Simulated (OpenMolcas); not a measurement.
A run on Xe V.

| Quantity | Value |
| --- | --- |
| Program | OpenMolcas 26.06 |
| Method | XMS-CASPT2, IPEA 0 Eh, imaginary shift 0.1 Eh (closed shells correlated: 4d) |
| Basis | ANO-R1 [6s5p3d1f] |
| Scalar Hamiltonian | X2C, finite nucleus |
| Active space | 4 electrons in 4 orbitals (5s 5p) |
| State averaging | 2S+1 = 3 even, 6 roots; 2S+1 = 1 even, 12 roots; 2S+1 = 5 odd, 1 root; 2S+1 = 3 odd, 9 roots; 2S+1 = 1 odd, 8 roots |
| Spin-orbit coupling | RASSI with atomic mean-field integrals over the reference wave functions, term energies averaged over their components |

First CASPT2 step and the start of its output:

```
&CASPT2
XMultistate=6 1 2 3 4 5 6
Frozen=9 9
IPEA=0.0
Imaginary=0.1
MaxIter=60
WThr=0.0 0.3 0.05
PrWF=0.5
NoMix
```

```
--- CASPT2 ---
Orbital specifications:
      -----------------------

      Symmetry species                           1   2
                                                ag  au
      Frozen orbitals                            9   9
      Inactive orbitals                          5   0
      Active orbitals                            1   3
      Secondary orbitals                         6  10
      Deleted orbitals                           0   0
      Number of basis functions                 21  22
Type of calculation                        XMS-CASPT2
      Fock operator                              state-average
      IPEA shift                                 0.00
      Real shift                                 0.00
      Imaginary shift                            0.10
      The input orbitals will be transformed to quasi-canonical
      The input states will be rotated to diagonalize the Fock operator
Reference energy:       -7439.7198548974
      E2 (Non-variational):      -0.3961472257
      Shift correction:          -0.0002345821
      E2 (Variational):          -0.3963818078
      Total energy:           -7440.1162367052
      Residual norm:              0.0000000267
      Reference weight:           0.93069
      Contributions to the CASPT2 correlation energy
      Active & Virtual Only:         -0.0458544548
      One Inactive Excited:          -0.0945501836
      Two Inactive Excited:          -0.2557425874
Reference energy:       -7439.7198548974
      E2 (Non-variational):      -0.3961472257
      Shift correction:          -0.0002345821
      E2 (Variational):          -0.3963818078
      Total energy:           -7440.1162367052
      Residual norm:              0.0000000267
      Reference weight:           0.93069
...
```

Over all roots the printed reference weights run from 0.70 to 0.95, and roots that are degenerate in the reference spread by up to 240 cm-1.

Did the run give usable levels, and if not, why?

No. The equations converged, but the reference weight falls to 0.70 for at least one root against 0.95 for the best. A drop of that size marks an intruder state, so the energies of such roots and the levels built on them can't be trusted.
